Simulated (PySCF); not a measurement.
Species: C7H12NO (charge +1).
Z-matrix (Å and degrees, GFN2-xTB geometry), rows numbered from 1:
```
C 
C   1  1.5244
C   2  1.5256  1  110.75
C   2  1.5446  1  111.08  3   120.43
N   4  1.4403  2  111.33  1    63.30
C   5  1.3701  4  125.84  2    78.74
C   6  1.3583  5  106.13  4  -175.88
O   7  1.3410  6  108.33  5     0.21
C   8  1.3018  7  107.59  6     0.04
H   1  1.0860  2  109.58  3    59.58
H   1  1.0874  2  110.73  3   -59.25
H   1  1.0889  2  112.17  3   178.78
H   2  1.0949  1  109.21  3  -119.96
H   3  1.0858  2  109.83  1   -60.21
H   3  1.0868  2  110.69  1    59.21
H   3  1.0866  2  111.26  1  -179.91
H   4  1.0916  2  109.53  1  -176.74
H   4  1.0913  2  109.52  1   -57.03
H   6  1.0713  5  123.13  4     4.43
H   7  1.0732  6  132.71  5  -179.78
H   9  1.0754  5  127.41  4    -4.90
```

NICS = −σ at a ghost point: NICS(0) at the centroid of the ring atoms, NICS(1) 1 Å to either side along the normal of their mean plane, zz for the tensor component along that normal. Level: GIAO PBE0/pcSseg-1 (PySCF, non-relativistic, gas phase) on the GFN2-xTB geometry, one conformer.

Ring bond lengths (Å), with Mayer bond orders in brackets: N5–C6 1.370 (1.09), C6–C7 1.358 (1.65), C7–O8 1.341 (1.05), O8–C9 1.302 (1.22), C9–N5 1.320 (1.37).

Question: Give the NICS values of each ring in ppm.

Answer: 
```
          ring                                                     type  NICS(0)  NICS(1), two faces  NICS(1)zz, two faces  rms pucker (Å)  centre to ring atoms, mean (Å)
N5–C6–C7–O8–C9  5-membered ring with N and O; formal bonds all aromatic    -12.7        -10.0 / -9.9         -26.0 / -27.1            0.00                            1.14
```

Question: What do they say, and how far can they be read as aromaticity?

Answer: 
- N5–C6–C7–O8–C9: mean NICS(1)zz -26.6 ppm, shielded. For a flat ring without four-coordinate atoms the NICS criterion counts such a value as aromatic.

Question: And the bond-length index? HOMA = 1 − mean of α(R − Ropt)² over the ring bonds, with Krygowski's 1993 parameters (CC: Ropt 1.388 Å, α 257.7 Å⁻²; CN: Ropt 1.334 Å, α 93.52 Å⁻²; CO: Ropt 1.265 Å, α 157.38 Å⁻²).

Answer: 
- N5–C6–C7–O8–C9: HOMA 0.70; the largest term is that of C7–O8, α(R − Ropt)² = 0.91. The geometric and the magnetic index point the same way.

Question: What is the mean of the two in-plane components of NICS at the second NICS(1) probe listed for ring N5–C6–C7–O8–C9, 1 Å off the ring?

Answer: The isotropic value is a third of the trace: (3 × -9.9 − (-27.1))/2 = -1.3 ppm.

The run took 32 s of wall time on Arm Neoverse V2, one thread, no GPU (shared host). This is the whole shielding run at PBE0/pcSseg-1, SCF included.
